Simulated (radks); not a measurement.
Values are calculated unless marked as measured or tabulated.
Task: Species: the selenium ion Se+. Configuration: [Ar] 3d10 4s2 4p3. Level of theory: scalar-relativistic Kohn-Sham, PBEsol, spin-unpolarised, spherical densities, finite nucleus; Fermi nuclear charge, rms radius 4.14 fm (a radial shooting solver on a logarithmic mesh with Libxc functionals). Some entries of the table are withheld. Estimate them.

orbital,occ.,eigenvalue (eV),r(max) (bohr)
1s,2,(1),0.02882
2s,2,(2),0.1646
2p,6,-1423.503,(3)
3s,2,(4),0.5025
3p,6,-163.2642,0.5005
3d,10,-63.6101,0.4522
4s,2,-26.8762,1.493
4p,3,-15.4181,1.750

Result: 
(1) 1s eigenvalue (eV): -12505.78
(2) 2s eigenvalue (eV): -1616.496
(3) 2p r(max) (bohr): 0.1317
(4) 3s eigenvalue (eV): -223.5979
